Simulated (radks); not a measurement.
The phosphorus anion P3-, [Ar], held by a Watson sphere: a shell of charge +2.15 at radius R that stands for the Madelung well of a crystal (potential energy -2.15/R inside, -2.15/r outside, in hartree with lengths in bohr). All-electron calculation, scalar-relativistic Kohn-Sham, PBE, spin-polarised, spherical densities, point nucleus. Program: a radial shooting solver on a logarithmic mesh with Libxc functionals. Response by self-consistent Sternheimer equations with the Hartree and adiabatic LDA kernel, the relativistic mass of each level held fixed and spin-orbit coupling left out. The sphere does not respond.

| R (bohr) | e(2p) (eV) | e(3s) (eV) | e(3p) (eV) | <r> 3p (bohr) | sum of <r^2> (bohr^2) | X-ray form factor at sin(theta)/lambda = 0.1 1/angstrom | alpha (bohr^3) |
|---|---|---|---|---|---|---|---|
| 2.39 | -115.13 | -8.585 | -0.849 | 2.598 | 61.22 | 14.631 | 74.76 |
| 2.59 | -115.37 | -8.300 | -0.736 | 2.677 | 64.67 | 14.508 | 85.67 |
| 2.64 | -115.43 | -8.234 | -0.707 | 2.697 | 65.56 | 14.478 | 88.75 |
